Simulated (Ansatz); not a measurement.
Two isomers of CH8AlNSi2: A = `C=[N][Al]([SiH3])[SiH3]`, B = `[SiH3][SiH2][N]1[CH2][AlH]1`.

Isolated molecules relaxed with PBE0-D4/def2-TZVP in Ansatz; ΔE leaves out vibrations. CCSD(T)/CBS adds triple-zeta CCSD(T) − MP2 to the extrapolated MP2 energy (def2 sets, frozen cores). Functionals use def2-TZVPP. B3LYP here is the variant with VWN-RPA as its local correlation; programs differ in this. One conformer a species, not always the lowest.

Task: Which is lower in electronic energy at CCSD(T)/CBS, and by how much? (Best estimate.)

Result: Ansatz gave: A, by 34.7 kJ/mol.

Task: Give E(B) − E(A) in kJ/mol with B3LYP-D4, B2PLYP, ωB97M-V, r2SCAN-D4, MP2/def2-TZVPP, CCSD(T)/def2-TZVPP, HF/def2-TZVPP. (An estimate is asked.)

Result: Computed: B3LYP-D4 47.7, B2PLYP 43.5, ωB97M-V 28.4, r2SCAN-D4 39.5, MP2/def2-TZVPP 19.8, CCSD(T)/def2-TZVPP 42.3, HF/def2-TZVPP 63.7. None reverses the order clearly.

Largest T1 diagnostic: 0.016.

From PBE to PBE0 (25 % exact exchange), in def2-TZVPP and without D4, E(B) − E(A) moves by −9.3 kJ/mol. In def2-TZVPP, CCSD(T) changes the Hartree–Fock value by −21.4 kJ/mol (the triples alone add −1.0 kJ/mol) and MP2 by −43.9 kJ/mol.
